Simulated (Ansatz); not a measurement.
`[F][SbH][F]`. Total charge 0; spin multiplicity 1. Sb: def2 effective core potential.

List the harmonic frequencies (cm⁻¹, unscaled) at PBE0-D4/def2-TZVP in Ansatz. (Best estimate.)

Ansatz gave: 204, 624, 639, 655, 690, 1923.

Is this a minimum?

Yes, all 6 modes are real.

Give the ideal-gas thermochemistry at 298.15 K and 1 bar (rigid rotor, harmonic oscillator; point group Cs, symmetry number 1).

Zero-point energy 28.3 kJ/mol; H(298) − E = 41.1 kJ/mol; entropy 290.1 J/(mol·K), of which translation 172.2, rotation 103.0, vibration 15.0; G(298) − E = -45.4 kJ/mol.
